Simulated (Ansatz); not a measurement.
Isolated molecules relaxed with PBE0-D4/def2-TZVP in Ansatz; ΔE leaves out vibrations. CCSD(T)/CBS is the MP2 limit (def2-TZVPP, def2-QZVPP) plus CCSD(T) − MP2 in def2-TZVPP, frozen cores. DFT in def2-TZVPP. B3LYP here is the variant with VWN-RPA as its local correlation; programs differ in this. Each species was taken in one conformer, which may not be the lowest.

Consider the formal exchange of groups at the Si–S bond: `CS[SiH2]O[SiH3]` + `C[S][AlH2]` → `[AlH2][SiH2]O[SiH3]` + `CSSC`.

`CS[SiH2]O[SiH3]`:

Cartesian coordinates in Å:
```
C 1.438 1.463 -0.770
S -0.112 1.021 -1.610
Si -1.357 0.707 0.075
O -0.914 -0.602 0.950
Si -0.238 -2.079 0.718
H 2.142 1.766 -1.545
H 1.285 2.298 -0.086
H 1.850 0.610 -0.232
H -2.721 0.528 -0.477
H -1.278 1.869 0.993
H 1.177 -1.933 0.288
H -0.983 -2.845 -0.315
H -0.289 -2.803 2.011
```

`C[S][AlH2]`:

Z-matrix (Å, degrees):
```
C
S 1 1.822
H 1 1.090 2 111.6
H 1 1.089 2 108.7 3 120.6
H 1 1.089 2 108.7 3 -120.6
Al 2 2.168 1 102.5 3 -0.3
H 6 1.585 2 117.5 1 0.1
H 6 1.580 2 117.5 1 -179.9
```

`[AlH2][SiH2]O[SiH3]`:

Z-matrix (Å, degrees):
```
Si
O 1 1.650
Al 1 2.463 2 110.9
H 1 1.497 2 108.9 3 122.8
H 1 1.497 2 108.9 3 -122.9
Si 2 1.635 1 142.4 3 178.6
H 3 1.588 1 121.8 2 0.7
H 3 1.590 1 118.9 2 -179.3
H 6 1.487 2 110.3 1 63.1
H 6 1.483 2 108.2 1 -177.1
H 6 1.487 2 110.3 1 -57.3
```

`CSSC`:

Z-matrix (Å, degrees):
```
C
S 1 1.805
H 1 1.090 2 111.3
H 1 1.089 2 110.5 3 123.0
H 1 1.093 2 106.2 3 -118.5
S 2 2.027 1 103.4 3 -65.0
C 6 1.805 2 103.4 1 86.1
H 7 1.089 6 110.6 2 58.0
H 7 1.093 6 106.2 2 176.6
H 7 1.090 6 111.3 2 -64.9
```

Question: Is it downhill or uphill in electronic energy at CCSD(T)/CBS, and by how much? (An estimate is asked.)

Answer: Computed: Uphill: ΔE = +209.6 kJ/mol.

Question: What do these levels give: PBE0, B3LYP, HF/def2-TZVPP, MP2/def2-TZVPP, HF/def2-QZVPP, CCSD/CBS(def2)? (Best estimate.)

Answer: Computed: PBE0 194.7, B3LYP 195.2, HF/def2-TZVPP 211.6, MP2/def2-TZVPP 221.2, HF/def2-QZVPP 210.9, CCSD/CBS(def2) 209.5 kJ/mol.

Largest T1 diagnostic among the species: 0.012.

From PBE to PBE0 (25 % exact exchange), in def2-TZVPP and without D4, ΔE moves by +9.2 kJ/mol. The D4 term adds +5.4 kJ/mol with B3LYP and +3.0 kJ/mol with PBE0; it sums over pairs of atoms, weighted by their polarisabilities, and B3LYP, whose exchange is more repulsive, gets the larger term.
